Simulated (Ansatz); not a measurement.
C5H15GaSiTe (`[CH3][Ga]([CH3])[Te][Si](C)(C)C`), relaxed with RKS PBE0-D4/def2-TZVP in Ansatz from a GFN2-xTB geometry. The force threshold is 0.005 eV/Å; the program also tests the step.

Charge 0, multiplicity 1. Te: def2 effective core potential.

Start:

```xyz
23

C    -1.687    0.428   -1.757
Ga   -0.055    1.590   -1.321
C     0.214    3.199   -2.553
Te    1.679    1.394    0.520
Si    0.639   -0.798    1.256
C    -1.160   -0.504    1.827
C     0.716   -2.063   -0.175
C     1.661   -1.451    2.719
H    -2.597    0.997   -1.532
H    -1.756   -0.534   -1.244
H    -1.696    0.239   -2.837
H     0.986    3.876   -2.166
H     0.526    2.883   -3.556
H    -0.710    3.776   -2.675
H    -1.710   -1.437    1.914
H    -1.177   -0.017    2.798
H    -1.694    0.138    1.129
H     1.724   -2.452   -0.286
H     0.052   -2.905   -0.001
H     0.436   -1.604   -1.122
H     1.269   -2.401    3.069
H     2.698   -1.600    2.439
H     1.642   -0.755    3.551
```

By how much does the energy fall, and how many steps does the optimiser take? (An estimate is asked.)

The calculation gave: 0.21 eV, in 24 steps, 2 of them rejected.

Which bonds change most? (Best estimate.)

Ansatz gave: C1–Ga2 from 2.050 to 1.972 Å; Ga2–C3 from 2.045 to 1.970 Å; Si5–C7 from 1.911 to 1.872 Å; Si5–C6 from 1.910 to 1.871 Å.

Give the relaxed structure. (Best estimate.)

Ansatz gave: 
```xyz
23

C    -1.669    0.572   -1.818
Ga   -0.091    1.708   -1.487
C     0.269    3.330   -2.547
Te    1.596    1.221    0.332
Si    0.597   -0.903    1.235
C    -1.173   -0.620    1.775
C     0.689   -2.261   -0.050
C     1.650   -1.360    2.714
H    -2.516    0.963   -1.247
H    -1.518   -0.467   -1.528
H    -1.939    0.609   -2.876
H     1.073    3.929   -2.119
H     0.553    3.044   -3.564
H    -0.632    3.944   -2.619
H    -1.581   -1.533    2.218
H    -1.224    0.176    2.521
H    -1.809   -0.338    0.934
H     1.725   -2.438   -0.346
H     0.283   -3.194    0.355
H     0.123   -2.007   -0.949
H     1.284   -2.287    3.165
H     2.692   -1.511    2.425
H     1.620   -0.577    3.476
```
